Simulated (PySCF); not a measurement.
C₃H₉Ga, SMILES [CH3][Ga]([CH3])[CH3]. Atoms are numbered in the order given.

```xyz
13

Ga    -0.0003     0.0002     0.0004
C     -1.3598    -1.4203    -0.1548
H     -1.3901    -1.8007    -1.1907
H     -2.3651    -1.0160     0.0538
H     -1.1832    -2.2735     0.5177
C     -0.1808     1.6576    -1.0534
H      0.7248     1.8285    -1.6604
H     -0.2662     2.5262    -0.3774
H     -1.0530     1.6597    -1.7246
C      1.5411    -0.2376     1.2076
H      2.2216     0.6271     1.2277
H      2.1231    -1.1265     0.9080
H      1.1949    -0.4299     2.2378
```
Charge 0, spin multiplicity 1.

Geometry optimised at r2SCAN-D4/def2-SVP. The isomer is the one that the SMILES or the coordinates give; other isomers of the formula were not compared.

Computed with PySCF with IEF-PCM-B3LYP/def2-SVP.

The values are the electrostatic part of the solvation free energy, E(continuum) − E(gas) at the gas-phase geometry, in a cavity of scaled van der Waals radii (PySCF's table); cavitation and dispersion terms are not included. A continuum can't describe solvent molecules that bind to the metal. In vacuum the orbital gap is 6.44 eV. The dipole moment in vacuum is 0.00 D.

Estimate the values in water (ε = 78.36), benzene (ε = 2.27), ethanol (ε = 24.85). (Estimate from the structure and the level; the computed values follow.)


| solvent | ε | ΔG(elec) (kcal/mol) | dipole (D) | gap (eV) |
|---|---|---|---|---|
| water | 78.36 | -1.5 | 0.01 | 6.64 |
| benzene | 2.27 | -0.6 | 0.00 | 6.52 |
| ethanol | 24.85 | -1.4 | 0.01 | 6.63 |
